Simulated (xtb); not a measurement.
HCl3HfO (SMILES [OH][Hf]([Cl])([Cl])[Cl]), singlet, at a GFN2-xTB geometry (such geometries of metal compounds can be far from the true shape); GFN2-xTB with GBSA(water) in xtb 6.7.1.

Here is a job for xtb.
```
$ xtb mol.xyz --gfn 2 --gbsa water --json

# file mol.xyz
6

Hf    -0.14925711     0.14034048     0.03130687
Cl     1.67998636     1.13370639    -0.80467477
Cl     0.56239264    -0.67929444     1.99434686
Cl    -0.64878279    -1.60501277    -1.29865558
O     -1.72626897     1.07595861     0.00766214
H     -2.53447159     0.84803059    -0.46267216
```

It wrote (shortened):

```
   ID    Z sym.   atoms
    1   72 Hf     1
    2   17 Cl     2-4
    3    8 O      5
    4    1 H      6

           -------------------------------------------------
          |                Calculation Setup                |
           -------------------------------------------------

           -------------------------------------------------
          |                 G F N 2 - x T B                 |
           -------------------------------------------------

      * Solvation model:               GBSA
        Solvent                        water
        Parameter file                 internal GFN2-xTB/GBSA
        Dielectric constant                8.0200E+01
        Reference state                gsolv [1 M gas/solution]
        Free energy shift                  1.8574E-03 Eh       1.1656E+00 kcal/mol
        Temperature                        2.9815E+02 K
        Density                            1.0000E+00 kg/L
        Solvent mass                       1.8000E+01 g/mol
        Interaction kernel             Still
        Born radius scaling (c1)           1.5524E+00
        Born radii integrator          GBOBC
        Born offset                        2.4628E-02 a0       4.6540E-02 AA
        H-bond correction              true
        Ion screening                  false
        Surface tension                    1.0000E-05 Eh       1.5569E+01 dyn/cm
        Grid points                               230 per atom

          ...................................................
          :                      SETUP                      :
          :.................................................:
          :  # basis functions                  45          :
          :  # atomic orbitals                  41          :
          :  # shells                           15          :
          :  # electrons                        32          :
          :  max. iterations                   250          :
          :  Hamiltonian                  GFN2-xTB          :
          :  restarted?                      false          :
          :  GBSA solvation                   true          :
          :  PC potential                    false          :
          :  electronic temp.          300.0000000     K    :
          :  accuracy                    1.0000000          :
          :  -> integral cutoff          0.2500000E+02      :
          :  -> integral neglect         0.1000000E-07      :
          :  -> SCF convergence          0.1000000E-05 Eh   :
          :  -> wf. convergence          0.1000000E-03 e    :
          :  Broyden damping             0.4000000          :
          :  net charge                          0          :
          :  unpaired electrons                  0          :
          ...................................................

 iter      E             dE          RMSdq      gap      omega  full diag
   1    -10.8619886 -0.108620E+02  0.334E+01    0.14       0.0  T
   2    -16.9627649 -0.610078E+01  0.234E+01    9.82       1.0  T
   3    -18.6831213 -0.172036E+01  0.160E+01    6.86       1.0  T
   4    -19.4181156 -0.734994E+00  0.121E+01    4.38       1.0  T
   5    -19.2077760  0.210340E+00  0.112E+01    5.82       1.0  T
   6    -19.9342062 -0.726430E+00  0.244E+00    2.81       1.0  T
   7    -19.9228798  0.113264E-01  0.293E+00    2.76       1.0  T
   8    -19.9512510 -0.283712E-01  0.160E+00    3.13       1.0  T
   9    -19.9512959 -0.449015E-04  0.649E-01    3.49       1.0  T
  10    -19.9523966 -0.110073E-02  0.401E-01    3.34       1.0  T
  11    -19.9521985  0.198057E-03  0.329E-01    3.33       1.0  T
  12    -19.9524855 -0.286991E-03  0.118E-01    3.44       1.0  T
  13    -19.9525211 -0.355337E-04  0.102E-01    3.44       1.0  T
  14    -19.9525625 -0.414703E-04  0.366E-02    3.43       1.1  T
  15    -19.9525658 -0.325252E-05  0.140E-02    3.42       2.9  T
  16    -19.9525666 -0.837814E-06  0.400E-03    3.42      10.2  T
[...]
         :: total energy             -19.906265458480 Eh    ::
[...]
         7        2.0000           -0.4927288             -13.4078
         8        2.0000           -0.4818395             -13.1115
         9        2.0000           -0.4769543             -12.9786
        10        2.0000           -0.4671609             -12.7121
        11        2.0000           -0.4653033             -12.6615
        12        2.0000           -0.4570314             -12.4365
        13        2.0000           -0.4564806             -12.4215
        14        2.0000           -0.4547622             -12.3747
        15        2.0000           -0.4539886             -12.3537
        16        2.0000           -0.4522682             -12.3068 (HOMO)
        17                         -0.3266673              -8.8891 (LUMO)
        18                         -0.3253855              -8.8542
        19                         -0.3090977              -8.4110
        20                         -0.2988259              -8.1315
        21                         -0.2869148              -7.8074
        22                         -0.0533509              -1.4518
        23                          0.0121991               0.3320
        24                          0.0124198               0.3380
        25                          0.0131239               0.3571
        26                          0.0133006               0.3619
        27                          0.0136784               0.3722
       ...                                ...                  ...
        41                          0.6981810              18.9985
      -------------------------------------------------------------
                  HL-Gap            0.1256009 Eh            3.4178 eV
             Fermi-level           -0.3894678 Eh          -10.5980 eV

     #   Z          covCN         q      C6AA      α(0)
     1  72 Hf       2.970     1.081   133.376    24.862
     2  17 Cl       0.731    -0.306   108.690    15.947
     3  17 Cl       0.731    -0.306   108.690    15.947
     4  17 Cl       0.731    -0.285   107.971    15.894
     5   8 O        1.504    -0.594    25.160     6.764
     6   1 H        0.883     0.411     0.458     1.059

 Mol. C6AA /au·bohr⁶  :       2299.031326
 Mol. C8AA /au·bohr⁸  :     148607.500058
 Mol. α(0) /au        :         80.472119

Wiberg/Mayer (AO) data.
largest (>0.10) Wiberg bond orders for each atom

 ---------------------------------------------------------------------------
     #   Z sym  total        # sym  WBO       # sym  WBO       # sym  WBO
 ---------------------------------------------------------------------------
     1  72 Hf   4.075 --     5 O    1.107     4 Cl   1.000     3 Cl   0.966
                             2 Cl   0.966
     2  17 Cl   1.201 --     1 Hf   0.966
     3  17 Cl   1.201 --     1 Hf   0.966
     4  17 Cl   1.233 --     1 Hf   1.000
     5   8 O    2.121 --     1 Hf   1.107     6 H    0.788
     6   1 H    0.831 --     5 O    0.788
 ---------------------------------------------------------------------------

Topologies differ in total number of bonds
Writing topology from bond orders to xtbtopo.mol

molecular dipole:
                 x           y           z       tot (Debye)
 q only:       -1.285       0.339      -0.294
   full:       -1.176       0.428      -0.192       3.219
molecular quadrupole (traceless):
                xx          xy          yy          xz          yz          zz
 q only:        5.490      -3.032      -2.294       1.690      -0.326      -3.196
  q+dip:        6.260      -4.105      -2.314       1.594      -0.294      -3.945
   full:        5.828      -3.887      -2.105       1.477      -0.211      -3.723

           -------------------------------------------------
          | TOTAL ENERGY              -19.906265458480 Eh   |
          | GRADIENT NORM               0.010536699962 Eh/α |
          | HOMO-LUMO GAP               3.417773601016 eV   |
           -------------------------------------------------

normal termination of xtb
```
